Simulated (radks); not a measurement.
Values are calculated unless marked as measured or tabulated.
Problem. Radial electron density D(r) = 4 pi r^2 rho(r) of an atom or ion with 35 electrons. Level of theory: Dirac Kohn-Sham, relativistic LDA (MacDonald-Vosko exchange, VWN5 correlation), spin-unpolarised, spherical densities, finite nucleus; Fermi nuclear charge, rms radius of each element as measured or else 0.836 A^(1/3) + 0.57 fm (a radial shooting solver on a logarithmic mesh with Libxc functionals).

```
   r/bohr * D(r) (the largest magnitude, 103, reaches the edge; | marks zero)
0.0008358 |*
 0.001063 | *
 0.001362 |  *
 0.001731 |   *
 0.002218 |     *
  0.00282 |        *
 0.003613 |            *
 0.004593 |                *
 0.005886 |                      *
 0.007483 |                            *
 0.009589 |                                   *
  0.01219 |                                        *
  0.01562 |                                          *
  0.01986 |                                          *
  0.02545 |                                       *
  0.03235 |                                     *
  0.04146 |                                        *
   0.0527 |                                                *
  0.06753 |                                                      *
  0.08585 |                                                    *
     0.11 |                                          *
   0.1399 |                                      *
   0.1778 |                                            *
   0.2278 |                                             *
   0.2896 |                                *
   0.3712 |                *
   0.4718 |           *
   0.6046 |        *
   0.7686 |   *
    0.985 |*
    1.252 *
    1.605 *
```

What is the nuclear charge?

Solution. Z = 60. The innermost maximum, from 1s, lies near gamma/Z bohr with gamma = sqrt(1 - (Z/c)^2) = 0.899, here 0.015 bohr (found: 0.0167), and its height grows with Z. The density is that of the neodymium ion Nd25+ in [Ar] 3d10 4s2 4p5; the configuration itself is not fixed sharply by these data, and Z only to a few units. D(r) has 3 maxima, at r = 0.0167, 0.0720, 0.207 bohr, and minima at 0.0321, 0.135 bohr, inside which lie 2.02, 11.06 electrons.
